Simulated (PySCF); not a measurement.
C₂H₆F₂Si, SMILES C[SiH2]C(F)F.

Geometry: B3LYP-D3(BJ)/def2-SVP. The values are those of a single conformer.

Two levels are set side by side: TDDFT-PBE/def2-SVPD (PySCF) and TDDFT-PBE0/def2-SVPD (PySCF). Vertical, same geometry. The lowest singlet is HOMO→LUMO 98 % with PBE and HOMO→LUMO 93 % with the other functional; states are paired by order. Differences are taken from unrounded values.

```
quantity                               TDDFT-PBE
-------------------------------------  ---------
lowest singlet excitation (eV)              6.74
lowest triplet excitation (TDA) (eV)        6.48
first bright state (f over 0.05) (eV)       7.70
its oscillator strength                     0.06
```

Task: These are the TDDFT-PBE values. What does TDDFT-PBE0 give? (Estimate from the structure and the level; the computed values follow.)

Result: 
| quantity | TDDFT-PBE0 | TDDFT-PBE minus TDDFT-PBE0 |
|---|---|---|
| lowest singlet excitation (eV) | 7.70 | -0.96 |
| lowest triplet excitation (TDA) (eV) | 7.29 | -0.81 |
| first bright state (f over 0.05) (eV) | 8.64 | -0.94 |
| its oscillator strength | 0.08 | -0.03 |

A lower first singlet is the usual sign of a functional without exact exchange. Differences between two approximate levels are no errors against the true value.

Rough cost on one machine, each run with all the roots and properties that it gave: TDDFT-PBE0 against TDDFT-PBE about 4 times.
